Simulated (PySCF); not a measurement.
A geometry optimisation on `NC1=CC=C2C=CC=C12`.

Method: BHandHLYP/def2-SV(P) geometry optimisation, gas phase (PySCF 2.14.0). Start geometry: GFN2-xTB. A driver script takes a list of jobs; this job's settings line and coordinates (Å) are shown.

Input:
```
{"job": {"xc": "BHandHLYP", "basis": "def2-SV(P)", "grid": 1, "kind": "geom"}, "charge": 0, "multiplicity": 1}
N     -2.007163    -1.556081    -0.164711
C     -1.209564    -0.485595    -0.027102
C     -1.728723     0.875003     0.210352
C     -0.694822     1.735178     0.303539
C      0.529036     0.971494     0.131908
C      1.892007     1.064465     0.089203
C      2.409074    -0.260843    -0.142211
C      1.378075    -1.146983    -0.239394
C      0.162523    -0.398868    -0.069925
H     -3.005546    -1.461411    -0.109064
H     -1.612274    -2.465384    -0.325980
H     -2.778245     1.096077     0.289225
H     -0.753264     2.795018     0.473375
H      2.500572     1.944777     0.202577
H      3.456160    -0.491788    -0.222487
H      1.454555    -2.206115    -0.410718
```

Output:
```
step   0  E = -363.22767874  max force = 0.008902
step   1  E = -363.22868016  max force = 0.002445
step   2  E = -363.22864655  max force = 0.003689
step   3  E = -363.22870851  max force = 0.000660
step   4  E = -363.22869995  max force = 0.001624
step   5  E = -363.22870871  max force = 0.000660
step   6  E = -363.22871063  max force = 0.000154
optimisation converged
```

Energies in Eh; «max force» is the largest Cartesian gradient component in Eh/bohr.

Q: At which steps does the energy rise by more than 1e-5 Eh?

A: At step 2 (+0.03 mEh).

Q: Give the first gradient maximum in eV/Å.

A: With 1 Eh/bohr = 51.422 eV/Å, 0.458 eV/Å.

Summary of the converged run: final energy -363.22871 Eh after 6 steps; dipole 3.81 D.

Q: Give the final coordinates.

A: 0.020 Å rms from the input after alignment:
```
atom  x, y, z in Å
N1    -1.9368   -1.5233    0.0001
C2    -1.1197   -0.4691    0.1065
C3    -1.6462    0.9078    0.3346
C4    -0.6027    1.7561    0.3994
C5     0.6232    0.9740    0.2189
C6     1.9817    1.0726    0.1593
C7     2.5068   -0.2672   -0.0630
C8     1.4692   -1.1542   -0.1348
C9     0.2543   -0.3959    0.0412
H10   -2.9320   -1.4134    0.0634
H11   -1.5726   -2.4452   -0.1589
H12   -2.6991    1.1454    0.4267
H13   -0.6653    2.8263    0.5573
H14    2.5853    1.9681    0.2560
H15    3.5585   -0.5108   -0.1557
H16    1.5597   -2.2224   -0.2946
```

On one thread, Intel Xeon Platinum 8488C (x86_64), no GPU, shared host with 192 logical CPUs at a one-minute load of 40, this took 48 s and 0.64 GiB of memory at its peak.
Labels such as C1 count atoms from 1, the log's own numbers from 0.
